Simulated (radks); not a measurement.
Results of a calculation; reference values are marked as such.
Task: Excited configurations of Ag2+: one electron is placed in a higher orbital outside [Kr] 4d8. The ground configuration is [Kr] 4d9. Level of theory: Dirac Kohn-Sham, PBE, spin-unpolarised, spherical densities, finite nucleus; open shells are shared between the two j in proportion to 2j + 1; Fermi nuclear charge, rms radius 4.5454 fm (a radial shooting solver on a logarithmic mesh with Libxc functionals). Excitation = E - E(ground); binding = E(ion) - E, where the ion is the core of charge +3; n* = 3/sqrt(2 binding) in atomic units, and the quantum defect is n - n*. Eigenvalue and <r> are those of j = l + 1/2.

| outer orbital | excitation (eV) | binding (eV) | n* | quantum defect | eigenvalue (eV) | <r> (bohr) |
|---|---|---|---|---|---|---|
| 4f | 28.114 | 8.077 | 3.894 | 0.106 | -6.310 | 5.428 |
| 5s | 9.251 | 26.940 | 2.132 | 2.868 | -22.534 | 2.456 |
| 5p | 16.162 | 20.028 | 2.473 | 2.527 | -16.201 | 2.961 |
| 5d | 24.292 | 11.898 | 3.208 | 1.792 | -9.607 | 4.335 |
| 5f | 30.696 | 5.494 | 4.721 | 0.279 | -4.493 | 9.218 |
| 6s | 23.915 | 12.276 | 3.158 | 2.842 | -10.507 | 5.151 |
| 6f | 32.302 | 3.889 | 5.611 | 0.389 | -3.279 | 14.06 |
| 7p | 30.011 | 6.180 | 4.451 | 2.549 | -5.296 | 9.906 |

Estimate the row for 6d.

Result: excitation (eV) 29.098; binding (eV) 7.092; n* 4.155; quantum defect 1.845; eigenvalue (eV) -5.953; <r> (bohr) 7.961. The Delta-SCF ionisation energy is 36.191 eV (NIST Atomic Spectra Database: 34.8 eV, semi-empirical). Self-interaction in the functional shifts the binding energies and quantum defects, so they are the method's values and not measured ones. Spin polarisation and multiplet splitting are left out, so open shells lie too high by an amount that depends on their filling. Sharing an open shell by 2j + 1 raises it above the true ground level by a part of the spin-orbit splitting, which enters the differences from NIST.

Beside tabulated values, note that spin-unpolarised runs miss the spin-polarisation part of the exchange energy of open shells.
